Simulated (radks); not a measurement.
Q: Pd4+, configuration [Kr] 4d6. All-electron calculation, Dirac Kohn-Sham, PBEsol, spin-unpolarised, spherical densities, point nucleus; open shells fill j = l - 1/2 first. Program: a radial shooting solver on a logarithmic mesh with Libxc functionals. Some entries of the table are withheld. Estimate them.

| orbital | occ. | eigenvalue (hartree) | <1/r> (bohr^-1) | r(max) (bohr) |
|---|---|---|---|---|
| 1s1/2 | 2 | (1) | 48.22 | 0.02066 |
| 2s1/2 | 2 | -131.6963 | 11.08 | (2) |
| 2p1/2 | 2 | -122.3328 | 11.06 | 0.09053 |
| 2p3/2 | 4 | -116.4805 | 10.42 | 0.09469 |
| 3s1/2 | 2 | -25.52429 | 3.861 | 0.3421 |
| 3p1/2 | 2 | -21.83010 | 3.767 | (3) |
| 3p3/2 | 4 | -20.80915 | 3.612 | (4) |
| 3d3/2 | 4 | -14.26516 | 3.445 | (5) |
| 3d5/2 | 6 | -14.06140 | 3.405 | (6) |
| 4s1/2 | 2 | -5.24796 | 1.484 | 0.8473 |
| 4p1/2 | 2 | -4.08528 | 1.372 | 0.8858 |
| 4p3/2 | 4 | -3.91223 | 1.325 | 0.9097 |
| 4d3/2 | 4 | -2.11379 | (7) | 1.037 |
| 4d5/2 | 2 | -2.09074 | (8) | 1.046 |

A: 
(1) 1s1/2 eigenvalue (hartree): -889.2742
(2) 2s1/2 r(max) (bohr): 0.1170
(3) 3p1/2 r(max) (bohr): 0.3285
(4) 3p3/2 r(max) (bohr): 0.3383
(5) 3d3/2 r(max) (bohr): 0.2805
(6) 3d5/2 r(max) (bohr): 0.2833
(7) 4d3/2 <1/r> (bohr^-1): 1.062
(8) 4d5/2 <1/r> (bohr^-1): 1.051
